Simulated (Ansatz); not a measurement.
```yaml
crystal:
  periodic: [false, false, false]
  atoms:
    - {symbol: Li, position_ang: [0.283439, 1.869448, 2.737737]}
    - {symbol: Li, position_ang: [-1.795772, -1.050757, 1.976446]}
    - {symbol: Li, position_ang: [2.464528, 1.319923, -0.503962]}
    - {symbol: Li, position_ang: [2.158545, -0.845008, 2.363874]}
    - {symbol: Li, position_ang: [-1.615692, -0.567648, -3.458531]}
    - {symbol: Li, position_ang: [1.160875, -1.839327, -0.998255]}
    - {symbol: Li, position_ang: [-1.728480, 1.673874, -0.148474]}
    - {symbol: Al, position_ang: [0.342025, 0.436588, -1.869355]}
    - {symbol: Al, position_ang: [-1.630450, -0.926697, -0.721300]}
    - {symbol: Al, position_ang: [0.367125, 0.173100, 0.782821]}
basis:
  gaussian: {orbitals: def2-TZVP}
total_charge: 2
hamiltonian: {xc: {name: wB97M-V}, pseudopotentials: {relativity: none}}
scf: {omitted_lower_state_checks: [starts]}
output: {forces: true}
```

```sh
$ ansatz run in.yaml --threads 4 --pin off --events-out ev --progress --plain --max-ram 4787MiB
```

It prints (some lines left out):

```
Functional definition: wB97M-V
1680 factors; their error is unknown
595 factors; integrals over basis functions are off by at most 3.8e-5 eV
mean field evaluation 1: about -21197.9649 eV, gradient 5.2e1 eV
mean field evaluation 2: about -21189.3146 eV, gradient 6.3e1 eV
mean field evaluation 4: about -21209.6679 eV, gradient 8.3e0 eV
mean field evaluation 8: about -21210.0415 eV, gradient 2.5e-1 eV
mean field evaluation 16: about -21210.0626 eV, gradient 1.5e-2 eV
mean field evaluation 32: about -21210.0626 eV, gradient 1.5e-4 eV
mean field -21210.06258383 eV, -779.4554232589 hartree, gradient 3.1e-5 eV, S^2 0.000000; 0 other end points of the search recorded, 0 dependent functions left out
reference -21210.06269703 eV, -779.4554274189 hartree; 29, 29 occupied and 180, 180 virtual orbitals, 1680 factors
Total energy: -21210.06269703 eV, -779.4554274189 hartree
Atom 0 at     0.283439     1.869448     2.737737 Å, force     0.032595     0.021035     0.186770 eV/Å
Atom 1 at    -1.795772    -1.050757     1.976446 Å, force    -0.218996    -0.102020     0.120116 eV/Å
Atom 2 at     2.464528     1.319923    -0.503962 Å, force     0.282301     0.152262    -0.134402 eV/Å
Atom 3 at     2.158545    -0.845008     2.363874 Å, force     0.114691     0.028973     0.119151 eV/Å
Atom 4 at    -1.615692    -0.567648    -3.458531 Å, force    -0.095635    -0.058120    -0.204463 eV/Å
Atom 5 at     1.160875    -1.839327    -0.998255 Å, force     0.273518    -0.252739    -0.127143 eV/Å
Atom 6 at    -1.728480     1.673874    -0.148474 Å, force    -0.325133     0.138962     0.011520 eV/Å
Atom 7 at     0.342025     0.436588    -1.869355 Å, force     0.391002     0.075768     0.103289 eV/Å
Atom 8 at    -1.630450    -0.926697    -0.721300 Å, force    -0.121757     0.206241     0.473625 eV/Å
Atom 9 at     0.367125     0.173100     0.782821 Å, force    -0.332587    -0.210363    -0.548462 eV/Å
Dipole moment:     0.772894     0.318373     1.589194 e Å
Checks for a lower state left out: starts
```

Hardware: 4 threads of Arm Neoverse V1 on a shared host. Wall time 62 s, peak host memory 1.2 GiB.

The dipole of an ion depends on the origin.
